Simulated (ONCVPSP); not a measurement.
Varying the ONCV potential for Tl (Z = 81)

Base potential:

thallium, optimised norm-conserving Vanderbilt (ONCV), made with ONCVPSP 4.0.1 (PBE, scalar-relativistic). Core [Xe] 4f14 5d10, reference 6s2 6p1. Waves: 6s: rc 2.15 bohr, ncon 3, nbas 6, qcut 3.3 1/bohr, 2 projectors, debl 3.9 Ha; 6p: rc 2.15 bohr, ncon 4, nbas 7, qcut 3.9 1/bohr, local. Local part: the p channel. Core correction: polynomial model core, fcfact 0.45.

Cutoffs, loose and tight: the cutoffs (Ha) at which the residual kinetic energy of the hardest occupied pseudo-wave falls to 1 and 0.1 mHa per electron. They do not see the model core or the augmentation charge, which bear on the density cutoff. Test errors are all-electron minus pseudo excitation energies from the reference, over the configurations 6s2 6p0; 6s1 6p0; 6s2 6p0.5; 6s0 6p3. A dash means not determined; rows that change the core or the reference have their own tests.

| change | outcome | cutoff, loose | cutoff, tight | bound ghosts | GHOST(+) flags above zero | largest test error (meV) |
| --- | --- | --- | --- | --- | --- | --- |
| base | generated | 5.6 Ha | 25 Ha | none | s | -376 |
| p: rc 1.6 | failed: optimize: ERROR ps0norm > uunorm, code will stop | – | – | – | – | – |
| p: rc 1.84 | failed: optimize: ERROR ps0norm > uunorm, code will stop | – | – | – | – | – |
| p: rc 2.52 | failed: test_data: rc < rc(lloc) for l = 0. Not allowed. | – | – | – | – | – |
| p: rc 2.76 | failed: test_data: rc < rc(lloc) for l = 0. Not allowed. | – | – | – | – | – |
| p: rc 3.12 | failed: test_data: rc < rc(lloc) for l = 0. Not allowed. | – | – | – | – | – |

What comes out with this change to the base: p: rc 2.14?

outcome: generated; cutoff, loose: 5.6 Ha; cutoff, tight: 26 Ha; bound ghosts: none; GHOST(+) flags above zero: s; largest test error (meV): -376.

Reading the sweep of the p radius (base included, trends over the rows without a ghost): The generation fails at 1.6, 1.84, 2.52, 2.76, 3.12 bohr.
